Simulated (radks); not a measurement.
Charge is removed step by step from the 4s1/2 level of Rb+, starting from [Kr]. Calculated with a radial shooting solver on a logarithmic mesh with Libxc functionals: Dirac Kohn-Sham, PBE, spin-unpolarised, spherical densities, finite nucleus; Fermi nuclear charge, rms radius 4.2036 fm.

| removed (e) | E - E(0) (eV) | eigenvalue (eV) | E minus straight line (eV) |
|---|---|---|---|
| 0 | 0.000 | -37.617 | 0.000 |
| 0.25 | 9.813 | -40.900 | -1.259 |
| 0.5 | 20.455 | -44.247 | -1.689 |
| 0.75 | 31.942 | -47.657 | -1.274 |
| 1 | 44.288 | -51.124 | 0.000 |

Removing the whole electron costs 44.288 eV by Delta-SCF, against 37.617 eV from minus the eigenvalue at the starting occupation. Slater's transition state (half an electron removed) gives 44.247 eV. Integrating minus the eigenvalue over the occupation (Janak's theorem) gives 44.288 eV. The mean slope of the eigenvalue, de/dn, is 13.5 eV per electron.
